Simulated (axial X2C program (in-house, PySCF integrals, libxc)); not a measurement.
Potential curves of TiN⁺, two-component

All values were computed with an in-house relativistic program for diatomic molecules. Two-component (2c) means X2C with spin–orbit coupling and atomic mean-field two-electron Coulomb and Gaunt terms. Basis: Ti dyall-cv3z [10s10p6d4f2g], N dyall-av3z [7s7p3d2f] (cores contracted in-house); Gaussian nuclei, density fitting, unrestricted open shells. Masses: Ti 47.948 u, N 14.003 u.

State: Ω = 0 (closed shell). Energies in cm⁻¹ from the lowest point of each curve. Fits are polynomials in 1 − R0/R over 0.85 to 1.23 times the lowest point R0.

| R (Å) | PBE0 | B3LYP |
| --- | --- | --- |
| 1.3111 | 12400 | 13758 |
| 1.3714 | 5334 | 6272 |
| 1.4166 | 2168 | 2790 |
| 1.4618 | 478 | 787 |
| 1.5070 | 0 | 0 |
| 1.5597 | 673 | 321 |
| 1.6125 | 2387 | 1692 |
| 1.6803 | 5711 | 4589 |
| 1.7632 | 10918 | 9297 |
| 1.8837 | 19638 | 17334 |

The state is a single determinant with fixed occupations, the lowest that a limited PBE0 search found. Closed shells are restricted here (equal orbitals for both partners); the stretched side of such a curve lies too high.

Fit the PBE0 curve near its minimum: give the equilibrium distance and the harmonic wavenumber.

At PBE0, 2c: Re = 1.505 Å, ωe ≈ 1230 cm⁻¹; Be follows as 0.687 cm⁻¹.

Fit the B3LYP curve near its minimum: give the equilibrium distance and the harmonic wavenumber.

At B3LYP, 2c: Re = 1.519 Å, ωe ≈ 1190 cm⁻¹; Be follows as 0.674 cm⁻¹.
